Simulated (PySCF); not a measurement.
# One molecule, several mistakes: BCClGeH5 cation

All numbers below are calculated, not measured. They come from PySCF 2.14.0, an open-source quantum chemistry program, on an isolated molecule that a program drew, which may never have been made. The molecule is BCClGeH5 cation (charge +1, singlet), drawn as the SMILES string `[BH+][CH2][GeH2][Cl]`.

Each row is a Hartree-Fock (HF) and frozen-core CCSD(T) single point in the cc-pV(D+d)Z basis, meant for a local HF minimum. Run 1 is clean. Each other run has one planted mistake out of seven kinds, and not every kind appears here: one electron removed, one electron added, multiplicity raised by two, geometry at a saddle point, minimal basis STO-3G, one bond length entered in bohr, all coordinates scaled. The reference is restricted for singlets and unrestricted otherwise, and also for a bond in bohr. Adding or removing an electron swaps singlet and doublet. Electrons count all cores. HOMO and LUMO are orbital energies over both spins, the gradient is its largest component, and the lowest frequency (negative if imaginary) is given only where the gradient is small. Bond lengths are over the 8 bonds as drawn. T1 is the CCSD diagnostic: over 0.02 (restricted) or 0.045 (unrestricted) a single reference is doubtful. Germanium has the cc-pVDZ-PP basis, with a core potential (ECP10MDF) in place of its 10 inner electrons, and its 3s, 3p and 3d shells are frozen in CCSD(T).

Geometry of the clean run:
```xyz
9
BCClGeH5 cation, angstrom
B     0.7759    1.3275   -0.0823
C     1.0331    1.1178    1.3412
Ge    2.1158   -0.6146    1.5492
Cl    3.1033   -0.6953   -0.3734
H     0.5544    1.4758   -1.2251
H     0.1066    1.0746    1.9252
H     1.6778    1.9260    1.7138
H     1.1502   -1.7699    1.6731
H     3.1209   -0.3833    2.6507
```

| run | electrons | basis functions | <S^2> | HOMO (eV) | LUMO (eV) | gradient (hartree/bohr) | lowest frequency (cm^-1) | mean bond (Å) | longest bond (Å) | T1 | HF (hartree) | CCSD(T) (hartree) | mistake |
|---|---|---|---|---|---|---|---|---|---|---|---|---|---|
| 1 | 64 | 99 | 0.000 | -16.57 | -4.33 | 3.0e-05 | 48 | 1.5083 | 2.163 | 0.0128 | -818.08958 | -818.58388 | no fault |
| 2 | 64 | 99 | 0.000 | -16.07 | -4.53 | 4.2e-02 | - | 1.6320 | 2.340 | 0.0148 | -818.04366 | -818.54929 | all coordinates scaled |
| 3 | 65 | 99 | 0.764 | -6.60 | 2.34 | 5.6e-02 | - | 1.5083 | 2.163 | 0.0115 | -818.28890 | -818.79579 | one electron added |
| 4 | 64 | 99 | 0.997 | -13.66 | -4.30 | 9.7e-03 | - | 1.7488 | 4.087 | 0.0172 | -817.98160 | -818.44594 | one bond length entered in bohr |
| 5 | 64 | 99 | 2.025 | -12.47 | -8.80 | 8.7e-02 | - | 1.5083 | 2.163 | 0.0575 | -817.91310 | -818.40425 | ? |

**Which mistake was planted in run 5, and what did it cost?**

Electrons, basis and geometry are unchanged, and <S^2> is 2.025, beside S(S+1) = 2.00 for a multiplicity of 3. So the mistake is: multiplicity raised by two. Subtracting run 1 and multiplying by 627.51 kcal/mol a hartree, the energy moved by 110.7 kcal/mol in HF and 112.7 kcal/mol in CCSD(T).

Cautions from the logs. Run 5: T1 is over the limit, so its CCSD(T) energy is less reliable.
